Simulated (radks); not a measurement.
The numbers below are computed, except where a source is named.
Q: All-electron atom: Cs15+ in [Kr] 4d4. Code: a radial shooting solver on a logarithmic mesh with Libxc functionals. Model: Dirac Kohn-Sham, PBEsol, spin-unpolarised, spherical densities, point nucleus; open shells are shared between the two j in proportion to 2j + 1. Some entries of the table are withheld. Estimate them.

orbital  occ.  eigenvalue (hartree)  <r> (bohr)
1s1/2       2             -1326.542     0.02612
2s1/2       2             -218.5892         (1)
2p1/2       2             -206.4284     0.09401
2p3/2       4             -193.4849     0.09990
3s1/2       2                   (2)      0.2977
3p1/2       2                   (3)      0.2875
3p3/2       4                   (4)      0.2991
3d3/2       4                   (5)      0.2694
3d5/2       6                   (6)      0.2731
4s1/2       2             -19.16335      0.6624
4p1/2       2             -17.26465      0.6768
4p3/2       4             -16.67303      0.6980
4d3/2     1.6                   (7)      0.7281
4d5/2     2.4                   (8)      0.7345

A: 
(1) 2s1/2 <r> (bohr): 0.1117
(2) 3s1/2 eigenvalue (hartree): -54.93541
(3) 3p1/2 eigenvalue (hartree): -49.86695
(4) 3p3/2 eigenvalue (hartree): -47.36255
(5) 3d3/2 eigenvalue (hartree): -38.48892
(6) 3d5/2 eigenvalue (hartree): -37.95387
(7) 4d3/2 eigenvalue (hartree): -13.51506
(8) 4d5/2 eigenvalue (hartree): -13.40242
